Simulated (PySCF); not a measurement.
# TlSb and its ions

PBE; PySCF, scalar-relativistic core potentials, basis sets Tl cc-pVDZ-PP with ECP60, Sb cc-pVDZ-PP with ECP28. Neutral (UKS): triplet (π ↑↑), Re = 3.042 Å, ωe = 120 cm⁻¹, De = 1.77 eV, HOMO -4.01 eV, LUMO -3.54 eV.

TlSb⁺ (UKS): quartet (σ ↑, π ↑↑), Re = 3.298 Å, ωe = 66.7 cm⁻¹. The energies at the minima are -412.79442 hartree for TlSb and -412.55147 for TlSb⁺.

Task: Work out the adiabatic ionisation energy, without and with harmonic zero-point energies (1 hartree = 27.2114 eV, 1 eV = 8065.5 cm⁻¹), and the change of the bond length.

Result: At PBE: 0.24295 hartree = 6.611 eV between the minima; the zero-point term (66.7 − 120.0)/2 cm⁻¹ = -0.003 eV makes it 6.608 eV. Re changes by +25.6 pm against the neutral. The electron leaves a σ orbital, and the longer bond of the ion fits a bonding orbital, or a change in how ionic the bond is.

Spin–orbit coupling is left out, which matters for elements this heavy, above all for dissociation energies. States were picked by a PBE0 search and need not be the measured ground states.
